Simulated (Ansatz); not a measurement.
Species: C3H2F5, charge 0, multiplicity 2. It need not be the lowest isomer of its formula. 
Structure (B3LYP-D3(BJ)/def2-TZVP (Ansatz, a first-principles code) minimum search):
```xyz
10

F     -2.3256     0.4564     0.3389
C     -1.2784    -0.4159     0.4920
F     -1.7966    -1.6775     0.3727
C     -0.2777    -0.1868    -0.5770
C      1.0813     0.3186    -0.2662
F      1.0656     1.6333     0.0598
F      1.6254    -0.3306     0.7870
F      1.9092     0.1745    -1.3123
H     -0.8850    -0.3014     1.5023
H     -0.5695    -0.2992    -1.6109
```
Charge 0, spin multiplicity 2.

Dipole moments at this geometry, in debye (magnitudes).

```json
[
 {"level": "PBE/def2-TZVPD", "program": "Ansatz", "dipole (D)": "0.32"},
 {"level": "revPBE/def2-TZVPD", "program": "Ansatz", "dipole (D)": "0.32"},
 {"level": "BHLYP/def2-TZVPD", "program": "Ansatz", "dipole (D)": "0.39"},
 {"level": "r2SCAN0/def2-TZVPD", "program": "Ansatz", "dipole (D)": "0.37"},
 {"level": "CAM-B3LYP/def2-TZVPD", "program": "Ansatz", "dipole (D)": "0.37"},
 {"level": "LC-wPBE/def2-TZVPD", "program": "Ansatz", "dipole (D)": "0.37"},
 {"level": "wB97M-V/def2-TZVPD", "program": "Ansatz", "dipole (D)": "0.37"},
 {"level": "wB97X-V/def2-TZVPD", "program": "Ansatz", "dipole (D)": "[?]"},
 {"level": "CCSD(T)/aug-cc-pVDZ", "program": "Ansatz", "dipole (D)": "[?]"}
]
```

Q: Fill in the missing entries.

A: 
- wB97X-V/def2-TZVPD, dipole (D): 0.36
- CCSD(T)/aug-cc-pVDZ, dipole (D): 0.36
